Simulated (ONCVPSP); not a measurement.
**Reading a pseudo-wave (Ag (Z = 47))**

Columns: radius, all-electron u(r) and pseudo u(r) of the 4s shell (level -117.60 eV) of silver in the configuration [Ar] 3d10 4s2 4p6 4d9; PBE, scalar-relativistic, ONCV scheme, ONCVPSP 4.0.1.

| r (bohr) | all-electron | pseudo |
| --- | --- | --- |
| 0.085 | 0.4375 | 0.1124 |
| 0.170 | -0.1289 | 0.2471 |
| 0.255 | -0.6561 | 0.3966 |
| 0.340 | -0.5439 | 0.5319 |
| 0.425 | -0.0815 | 0.6385 |
| 0.510 | 0.4273 | 0.7374 |
| 0.595 | 0.8308 | 0.8605 |
| 0.680 | 1.0874 | 1.0083 |
| 0.765 | 1.2076 | 1.1374 |
| 0.850 | 1.2237 | 1.1952 |
| 0.935 | 1.1691 | 1.1645 |
| 1.020 | 1.0729 | 1.0726 |
| 1.105 | 0.9567 | 0.9565 |
| 1.190 | 0.8351 | 0.8349 |
| 1.275 | 0.7172 | 0.7171 |
| 1.360 | 0.6084 | 0.6082 |
| 1.445 | 0.5109 | 0.5108 |
| 1.530 | 0.4257 | 0.4256 |
| 1.615 | 0.3524 | 0.3523 |
| 1.700 | 0.2901 | 0.2900 |
| 1.785 | 0.2378 | 0.2377 |
| 1.870 | 0.1941 | 0.1941 |
| 1.955 | 0.1580 | 0.1579 |
| 2.040 | 0.1282 | 0.1281 |
| 2.125 | 0.1037 | 0.1037 |
| 2.210 | 0.0838 | 0.0838 |

Problem. How many radial nodes do the two functions have?

Solution. The all-electron 4s function has n − l − 1 = 3 (the table is too coarse to show those close to the nucleus); the pseudo-wave has 0, since the states of the same l below it are removed with the core.

Problem. At about which radius was the pseudo-wave matched?

Solution. 1.05 bohr, where the columns begin to agree (steps of 0.09 bohr).

Problem. Is the pseudo-wave norm-conserving?

Solution. Yes: the ONCV scheme keeps the norm inside the radius equal to the all-electron one, which fixes the energy derivative of the logarithmic derivative at the level.
